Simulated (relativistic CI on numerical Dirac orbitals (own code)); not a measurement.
## One change at a time: Cs26+

Base calculation: Dirac-Coulomb-Breit CI, separate exchange-only KLI orbitals for each configuration, model QED (radiative potential, 1s self-energy scaled to tabulated hydrogen-like ionisation energies), unscaled Slater integrals.

Configuration list (outside the closed core [Ar]): 3d¹⁰4s, 3d¹⁰4p, 3d¹⁰4d, 3d¹⁰4f, 3d¹⁰5s, 3d¹⁰5p, 3d¹⁰5d, 3d¹⁰5f, 3d¹⁰5g, 3d¹⁰6s, 3d¹⁰6p, 3d¹⁰6d, 3d⁹4s², 3d¹⁰6f, 3d¹⁰7s, 3d⁹4s4p, 3d¹⁰8s, 3d⁹4s4d, 3d⁹4s4f, 3d⁹4s5s, 3d⁹4s5p, 3d⁹4s5d, 3d⁹4s5f. Double excitations out of closed p, d and f shells are left out; levels of such configurations are missing from the list, as are those of other unlisted configurations, and high levels can miss mixing partners.

Variants: (1) QED terms removed. Shifts of the energy above 3d¹⁰4s ²S1/2, in eV, for the lowest level and the first level of each name with at least 55 % of one term (blank where a level changes its place among those of its configuration and J or its character, or is not in the variant):

```csv
Level,Base,Δ(1)
3d¹⁰4s ²S1/2,0.000,0.000
3d¹⁰4p ²P°1/2,54.880,+0.375
3d¹⁰4p ²P°3/2,75.084,+0.342
3d¹⁰4d ²D3/2,164.446,+0.388
3d¹⁰4d ²D5/2,168.466,+0.376
3d¹⁰4f ²F°5/2,263.392,+0.377
3d¹⁰4f ²F°7/2,263.975,+0.374
3d¹⁰5s ²S1/2,379.931,+0.201
3d¹⁰5p ²P°1/2,405.763,+0.370
3d¹⁰5p ²P°3/2,414.883,+0.355
3d¹⁰5d ²D3/2,456.127,+0.376
3d¹⁰5d ²D5/2,458.015,+0.371
3d¹⁰5f ²F°5/2,499.446,+0.372
3d¹⁰5f ²F°7/2,499.832,+0.370
```

At this charge energies of transitions that change n are usually good to better than 1 %, and those within a shell (Δn = 0) to a few per cent.

Ionisation energy from the two ground configurations alone: base 914.541 eV; QED terms removed 914.912 eV. The NIST ASD value (semi-empirical) is 916.1 eV.

LS names give the leading component of a level, which can be under half, so a name can repeat, a term be missing and a line seem to break the LS rules.
